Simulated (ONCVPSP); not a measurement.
PBE ONCV dataset for rhodium (Rh), scalar-relativistic all-electron reference.

```json
{
  "Element": "Rh",
  "Generator": "ONCVPSP 4.0.1",
  "Type": "optimised norm-conserving Vanderbilt (ONCV)",
  "Functional": "PBE",
  "Relativity": "scalar-relativistic",
  "Frozen core": "[Ar] 3d10",
  "Valence charge": "17",
  "Reference configuration": "4s2 4p6 4d8 5s1",
  "Partial waves": "4s+5s: rc 1.60 bohr, ncon 4, nbas 7, qcut 8.6 1/bohr, 2 projectors; 4p: rc 1.65 bohr, ncon 5, nbas 9, qcut 8.5 1/bohr, 3 projectors, debl 2.2 Ha; 4d: rc 1.85 bohr, ncon 4, nbas 9, qcut 7.4 1/bohr, 2 projectors, debl 1.2 Ha; f scattering state at 0.07 Ha: rc 1.90 bohr, ncon 3, nbas 6, qcut 6.5 1/bohr, 2 projectors, debl 2.4 Ha",
  "Local potential": "polynomial inside 1.45 bohr (lpopt 5, dvloc0 0 Ha)",
  "Core correction": "polynomial model core, fcfact 0.7"
}
```

- Cutoffs needed: 24 Ha and 30 Ha (the cutoffs (Ha) at which the residual kinetic energy of the hardest occupied pseudo-wave falls to 1 and 0.1 mHa per electron)
- Ghost test: no bound ghost flagged; GHOST(+) flagged for s at 457.4 eV
- Largest excitation error: +8.8 meV (all-electron minus pseudo) for 4s2 4p6 4d6 5s0, out of 4 test configurations
- rms error of d²Exc/dni dnj: 2.41 mHa without and 1.16 mHa with the model core
